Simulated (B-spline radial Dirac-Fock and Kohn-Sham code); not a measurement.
# Binding energies of Ho⁴⁴⁺ at several levels of theory

System: the Ho⁴⁴⁺ ion, configuration [Ar] 3d5.

The density-functional columns are spherical, spin-unpolarised Dirac-Kohn-Sham results without Breit or QED terms: −ε is minus the orbital energy of the initial state and ΔSCF the difference of two total energies. The reference in the last column comes from relaxed Dirac-Fock hole states (ΔSCF) with Breit and QED corrections and a finite nucleus. All numbers are from a B-spline atomic structure program, in eV; a selection of levels is shown. The Kohn-Sham columns are given as differences from the reference. For the 1s level of heavy atoms much of the gap between ΔSCF and the reference is the Breit and QED part, -251.9 eV here; for other levels the error of the functional can be larger.

```tsv
level	LDA −ε − DF	LDA ΔSCF − DF	Dirac-Fock
K (1s)	-284.7	+240.0	58146.4
L1 (2s)	-171.1	-47.8	11857.5
L2 (2p1/2)	-130.4	+18.7	11393.3
L3 (2p3/2)	-138.1	-2.3	10536.3
M1 (3s)	-81.8	-29.4	4313.5
M2 (3p1/2)	-59.2	-4.0	4118.5
M3 (3p3/2)	-60.1	-7.6	3915.8
M4,5 (3d)	-57.0	+2.6	3611.8
```

Values without a named source are computed, but for edge energies of neutral atoms, which are taken from tables.
